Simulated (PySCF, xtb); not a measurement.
C2H11NSi3, SMILES N1[Si@@H]([SiH2][SiH2]1)CC.

GFN2-xTB (xtb 6.7.1) at its own geometry gives an orbital gap of 3.58 eV and a dipole moment of 0.37 D.

Geometry optimised at PBE0-D3(BJ)/def2-SVP. The structure was generated by enumeration; whether it is a known compound was not checked. Other conformers were not sampled.

### Question
What does PySCF with PBE/def2-TZVP give? (Estimate from the structure and the level; the computed values follow.)

### Answer
gap 4.76 eV (levels -5.95 and -1.20 eV), dipole 1.44 D.
